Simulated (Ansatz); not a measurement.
Consider the redistribution: `F[SiH]([SiH3])[CH2][AlH2]` + disiloxane → `F[SiH]([SiH3])O[SiH3]` + `[AlH2][CH2][SiH3]`.

Calculated with Ansatz (gas phase, PBE0-D4/def2-TZVP geometries, no zero-point term in ΔE). CBS: MP2 limit from def2 TZ/QZ plus the TZ coupled-cluster correction, frozen cores. Each species was taken in one conformer, which may not be the lowest.

`F[SiH]([SiH3])[CH2][AlH2]`:

```xyz
13

F     0.693    0.145   -2.787
Si    0.606   -0.343   -1.259
Si    1.061    1.422    0.222
C    -1.047   -0.857   -0.661
Al   -0.943   -0.698    1.321
H     1.615   -1.418   -1.084
H     0.310    0.948    1.470
H     0.399    2.709   -0.114
H     2.448    1.661    0.693
H    -1.824   -0.162   -0.999
H    -1.317   -1.869   -0.977
H    -2.089    0.091    2.084
H     0.087   -1.628    2.093
```

`[SiH3]O[SiH3]`:

Z-matrix (Å, degrees):
```
Si
O 1 1.634
H 1 1.483 2 108.3
H 1 1.487 2 110.2 3 119.9
H 1 1.487 2 110.2 3 -119.9
Si 2 1.634 1 147.6 3 179.6
H 6 1.483 2 108.2 1 -179.7
H 6 1.487 2 110.2 1 60.4
H 6 1.487 2 110.2 1 -59.9
```

`F[SiH]([SiH3])O[SiH3]`:

Z-matrix (Å, degrees):
```
Si
Si 1 2.346
O 1 1.623 2 111.3
F 1 1.601 2 108.0 3 -119.2
H 1 1.482 2 114.4 3 122.2
H 2 1.488 1 109.4 3 -59.1
H 2 1.487 1 110.0 3 -178.8
H 2 1.487 1 110.3 3 60.7
Si 3 1.640 1 148.0 2 -40.3
H 9 1.487 3 109.7 1 29.9
H 9 1.483 3 109.7 1 -90.5
H 9 1.482 3 108.2 1 149.5
```

`[AlH2][CH2][SiH3]`:

Z-matrix (Å, degrees):
```
C
Si 1 1.866
Al 1 1.948 2 113.8
H 1 1.096 2 107.7 3 121.8
H 1 1.096 2 107.7 3 -121.7
H 2 1.489 1 112.7 3 180.0
H 2 1.490 1 110.3 3 59.2
H 2 1.490 1 110.3 3 -59.3
H 3 1.587 1 119.9 2 89.7
H 3 1.587 1 119.9 2 -89.6
```

```json
{"species": "`F[SiH]([SiH3])[CH2][AlH2]`", "HF/def2-TZVPP energy (Eh)": "-961.89275"}
{"species": "`[SiH3]O[SiH3]`", "HF/def2-TZVPP energy (Eh)": "-656.36708"}
{"species": "`F[SiH]([SiH3])O[SiH3]`", "HF/def2-TZVPP energy (Eh)": "-1045.45164"}
{"species": "`[AlH2][CH2][SiH3]`", "HF/def2-TZVPP energy (Eh)": "-572.81708"}
```

(1) Work out ΔE.

Largest T1 diagnostic among the species: 0.013.

Results:

(1) ΔE = (-1045.45164) + (-572.81708) − (-961.89275) − (-656.36708) = -0.00889 Eh = -23.3 kJ/mol. CCSD(T)/CBS gives -5.7 kJ/mol.

The D4 term adds +4.0 kJ/mol with B3LYP and +1.9 kJ/mol with PBE0; it sums over pairs of atoms, weighted by their polarisabilities, and B3LYP, whose exchange is more repulsive, gets the larger term. In def2-TZVPP, CCSD(T) changes the Hartree–Fock value by +16.5 kJ/mol (the triples alone add +2.7 kJ/mol) and MP2 by +17.9 kJ/mol.

B3LYP here is the variant with VWN-RPA as its local correlation; programs differ in this.
